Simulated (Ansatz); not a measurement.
`C[CH2][Mg][CH2]C` + H–F → `C[CH2][Mg][F]` + ethane  (ligand exchange at a Mg–C bond)

Program: Ansatz. Geometries: PBE0-D4/def2-TZVP. ΔE: electronic, gas phase. CCSD(T)/CBS adds triple-zeta CCSD(T) − MP2 to the extrapolated MP2 energy (def2 sets, frozen cores). This one scheme is used for every species. Functionals use def2-TZVPP. B3LYP here is the variant with VWN-RPA as its local correlation; programs differ in this. HSE06 is defined as in plane-wave codes. For Mg outer-core shells are correlated without core-valence functions, which leaves a few kJ/mol of doubt a bond. One conformer a species, not always the lowest.

**Question.** Is it downhill or uphill in electronic energy at CCSD(T)/CBS, and by how much? (Best estimate.)

**Answer.** The calculation gave: Downhill: ΔE = -218.5 kJ/mol.

**Question.** What do these levels give: BLYP-D4, BHLYP-D4, CAM-B3LYP-D4, B3LYP, HSE06, SCS-MP2/def2-QZVPP? (Estimate.)

**Answer.** Computed: BLYP-D4 -229.8, BHLYP-D4 -234.5, CAM-B3LYP-D4 -235.2, B3LYP -235.0, HSE06 -221.0, SCS-MP2/def2-QZVPP -228.0 kJ/mol.

Largest T1 diagnostic among the species: 0.010.

At CCSD(T), def2-SVP lies −28.2 kJ/mol from the extrapolated value and def2-TZVPP +0.2 kJ/mol. In def2-TZVPP, CCSD(T) changes the Hartree–Fock value by +25.0 kJ/mol (the triples alone add +4.0 kJ/mol) and MP2 by +21.4 kJ/mol.
